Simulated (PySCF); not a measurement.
This PySCF input asks for the NMR shieldings of SMILES CC[C@H](C)B(N)N, C4H13BN2; the geometry comes from GFN2-xTB.

```python
import basis_set_exchange as bse
import numpy as np
from pyscf import gto, dft
from pyscf.prop import nmr

atoms = """
C     1.595598    0.795308   -1.352041
C     1.447861    0.137763    0.014139
C     0.055645    0.368022    0.618029
C     0.022015   -0.180350    2.049818
B    -1.120245   -0.278132   -0.271244
N    -1.113357   -1.648758   -0.568828
N    -2.171394    0.526868   -0.737684
H     0.859151    0.393128   -2.043365
H     1.439951    1.869392   -1.275224
H     2.589662    0.621282   -1.759931
H     2.210702    0.537417    0.689565
H     1.628789   -0.935141   -0.083120
H    -0.088866    1.452758    0.685961
H    -0.946121    0.009504    2.507616
H     0.193029   -1.254823    2.053369
H     0.791046    0.287491    2.664247
H    -0.395944   -2.274406   -0.253055
H    -1.830924   -2.107026   -1.101971
H    -2.228334    1.512688   -0.561469
H    -2.943414    0.177696   -1.277849
"""
names = dict.fromkeys(["C", "B", "N", "H"], "pcSseg-1")
basis = {el: gto.basis.parse(bse.get_basis(n, elements=[el], fmt="nwchem")) for el, n in names.items()}
mol = gto.M(atom=atoms, basis=basis, charge=0, verbose=0)
mf = dft.RKS(mol, xc="PBE0")
mf.grids.level = 2
mf.grids.alignment = dft.numint.BLKSIZE   # the property module wants whole blocks of grid points
mf.conv_tol = 1e-9
mf.kernel()

calc = nmr.RKS(mf)   # GIAO
C = mf.mo_coeff
Co = C[:, mf.mo_occ > 0]
resp = mf.gen_response(singlet=True, hermi=2)
def vind(x):   # induced exchange potential for any number of trial vectors
    d = np.einsum("pi,xij,qj->xpq", C, 2 * x.reshape(-1, C.shape[1], Co.shape[1]), Co, optimize=True)
    return np.einsum("xpq,pi,qj->xij", resp(d - d.transpose(0, 2, 1)), C, Co, optimize=True).ravel()
mo1, _ = nmr.rhf.solve_mo1(calc, with_cphf=vind)
sigma = calc.kernel(mo1)
for i, s in enumerate(sigma):   # ppm
    print("%2d %-2s %9.2f" % (i, mol.atom_pure_symbol(i), np.trace(s) / 3))
```

**Question.** What does it print?

**Answer.** 
```
 0 C     169.50
 1 C     152.65
 2 C     156.31
 3 C     164.47
 4 B      71.78
 5 N     209.49
 6 N     199.92
 7 H      30.60
 8 H      30.92
 9 H      30.60
10 H      30.35
11 H      30.59
12 H      31.24
13 H      30.49
14 H      30.92
15 H      30.64
16 H      29.66
17 H      29.64
18 H      29.44
19 H      29.64
```

These numbers come from an equivalent density-fitted implementation of the same equations, which agrees with the script to about 0.01 ppm for H and up to a few tenths of a ppm for heavy atoms, so last digits may differ.

Size and cost of the density-fitted run: 184 basis functions, 50 s wall time on 1 thread of an Arm Neoverse N1, shared host; peak memory 0.84 GiB.
